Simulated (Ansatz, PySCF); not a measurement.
Sc(Cl)3 cation (Cl3Sc), SMILES [Cl][Sc]([Cl])[Cl] (connectivity only; charge and spin as stated), charge +1, multiplicity 2. Atoms are numbered in the order given.

```xyz
4

Sc     0.0838     0.4316     0.6188
Cl     1.6278    -0.3220    -0.9912
Cl    -0.9411    -1.1250     1.7715
Cl    -0.8179     0.9090    -1.5031
```
Charge +1, spin multiplicity 2.

Coordinates come from a B3LYP-D3(BJ)/def2-SVP optimisation. The spin state was assumed, not searched. The isomer is the one that the SMILES or the coordinates give; other isomers of the formula were not compared.

Two levels are set side by side: PBE-D3(BJ)/def2-SVP (Ansatz, a program for electronic structure) and B3LYP-D3(BJ)/def2-SVP (Ansatz). Each level has its own optimised geometry; the coordinates shown are those of the second. Frequencies come from the Hessian of PySCF at each geometry. Differences are taken from unrounded values.

| quantity | B3LYP-D3(BJ) | PBE-D3(BJ) | PBE-D3(BJ) minus B3LYP-D3(BJ) |
|---|---|---|---|
| mean bond length (Å) | 2.300 | 2.298 | -0.002 |
| bond Sc1–Cl2 (Å) | 2.355 | 2.349 | -0.005 |
| bond Sc1–Cl3 (Å) | 2.191 | 2.194 | 0.003 |
| bond Sc1–Cl4 (Å) | 2.354 | 2.349 | -0.005 |
| highest harmonic wavenumber (cm⁻¹) | 511 | 485 | -26 |
| mean harmonic wavenumber (cm⁻¹) | 253 | 246 | -6 |
| zero-point energy (kcal/mol) | 2.17 | 2.11 | -0.05 |
